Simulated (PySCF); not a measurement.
C2H7NSi3, SMILES N1[SiH2][SiH]([SiH2]1)C#C. Heavy atoms are numbered as in [CH:1]#[C:2][SiH:3]1[SiH2:4][NH:5][SiH2:6]1. Hydrogens are named by the atom that carries them.

Geometry: B3LYP-D3(BJ)/def2-SVP. The structure was generated by enumeration, and PubChem lists no compound with its InChIKey, so it may never have been made.

Computed with PBE/pcSseg-1 in PySCF.

GIAO shieldings, no solvent; atoms alike by connectivity are averaged. δ = σ(ref) − σ: ¹³C against TMS (σ = 182.0 ppm); ²⁹Si against TMS (σ = 335.4 ppm); ¹⁵N against NH3 (σ = 267.0 ppm); ¹H against TMS (σ = 31.49 ppm), references at their B3LYP-D3(BJ)/def2-TZVP geometries, non-relativistic.

Computed chemical shifts:
```csv
nucleus,atoms,count,δ (ppm)
¹³C,C1 (CH),1,109.5
¹³C,C2,1,82.1
²⁹Si,Si4 (SiH2),2,-14.6
²⁹Si,Si3 (SiH),1,-76.9
¹⁵N,N5 (NH),1,31.6
¹H,H on Si4,4,6.09
¹H,H on Si3,1,5.09
¹H,H on C1,1,2.87
¹H,H on N5,1,0.11
```
